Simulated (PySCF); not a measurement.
## Electronic structure of Si (silicon, neutral) at the BLYP level

Configuration: [Ne] 3s2 3p1 3d1, one real determinant (an excited configuration). All numbers are calculated (PySCF 2.14, the non-relativistic Hamiltonian (point nucleus), in aug-cc-pV(Q+d)Z (7s6p5d3f2g, 89 functions)).

```json
{
  "Total energy": "-289.1681 hartree",
  "One-electron energy": "-398.3228 hartree",
  "Hartree (Coulomb) energy": "129.8010 hartree",
  "Exchange-correlation energy": "-20.6464 hartree",
  "Kinetic energy": "287.96754 hartree",
  "⟨S²⟩": "2.0026",
  "⟨L²⟩": "8.011",
  "Sum of ⟨r⟩": "16.75 bohr",
  "Sum of ⟨r²⟩": "54.51 bohr²",
  "Traceless quadrupole moment −½Σ⟨3z² − r²⟩ along its main axis": "6.85 e·bohr²",
  "Density at the nucleus (Gaussians lack the cusp)": "1750 bohr⁻³",
  "Spin density at the nucleus": "-0.0517 bohr⁻³",
  "Langevin diamagnetic susceptibility": "-43.2 ×10⁻⁶ cm³/mol"
}
```

| shell | electrons | mean orbital energy (eV) | spread (eV) | rms radius, mean of both spins (bohr) |
| --- | --- | --- | --- | --- |
| 1s α | 1 | -1788.5 | 0 | 0.129 |
| 1s β | 1 | -1788.4 | 0 | 0.129 |
| 2s α | 1 | -143.06 | 0 | 0.623 |
| 2s β | 1 | -142.97 | 0 | 0.623 |
| 2p α | 3 | -100.12 | 0.187 | 0.605 |
| 2p β | 3 | -100.00 | 0.392 | 0.605 |
| 3s α | 1 | -13.815 | 0 | 2.24 |
| 3s β | 1 | -12.943 | 0 | 2.24 |
| 3p α | 1 | -6.841 | 0 | 2.73 |
| 3d α | 1 | -0.341 | 0 | 5.83 |

⟨L²⟩ = 8.01 against 12 for a pure F term, so this real determinant mixes terms. The outer electron is Rydberg-like, and this basis confines it to a smaller radius and binds it less than a complete one would.
